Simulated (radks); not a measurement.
Species: Li II. Configuration: 1s(up 1, down 1).

All-electron calculation, non-relativistic Kohn-Sham, r2SCAN, spin-polarised, spherical densities, point nucleus; meta-GGA in the generalised Kohn-Sham scheme. Program: a radial shooting solver on a logarithmic mesh with Libxc functionals.

Energy parts (eV):
total: -198.143
kinetic: 197.159
electron-nucleus: -438.881
Hartree: 89.644
exchange-correlation: -46.065

Orbitals (lengths in bohr, moments of r in powers of bohr; <r^-3> diverges for s and p1/2; r(max) is where P^2 peaks):
orbital,occ.,eigenvalue (eV),r(max),<r>,<r^-3>
1s,2,-61.9188,0.3610,0.5752,-

The highest occupied level is 1s at -61.919 eV. Summed over all electrons, <r^2> = 0.9040 bohr^2, which gives a Langevin (diamagnetic) susceptibility term of -0.716 x 10^-6 cm^3/mol.
